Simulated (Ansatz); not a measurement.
Mulliken charges of BClH2S2, SMILES `SB(S)Cl` from ωB97M-V/def2-TZVPP in Ansatz (PBE0-D4/def2-TZVP geometry).

```
atom   x (Å)   y (Å)   z (Å)  charge (e)
  S1  -0.171   1.325  -0.600      -0.123
  B2  -0.129  -0.365   0.006       0.104
  S3   1.126  -0.908   1.169      -0.100
 Cl4  -1.306  -1.564  -0.504      -0.109
  H5  -1.248   1.179  -1.390       0.120
  H6   1.770   0.267   1.273       0.108
```

By hand: the dipole of these point charges (1 e Å = 4.8032 D).

Σ q r = (0.079, 0.231, -0.017) e Å, of length 0.245 e Å = 1.18 D.

How does the dipole of the full density compare? (Best estimate.)

The calculation gave: (0.032, 0.216, -0.049) e Å, 1.07 D; the point charges give 1.10 times that, at 13° from its direction.

Point charges leave out the atoms' own dipoles, such as those of lone pairs, and Mulliken's split depends on the basis, so the close match here is no proof of good charges.
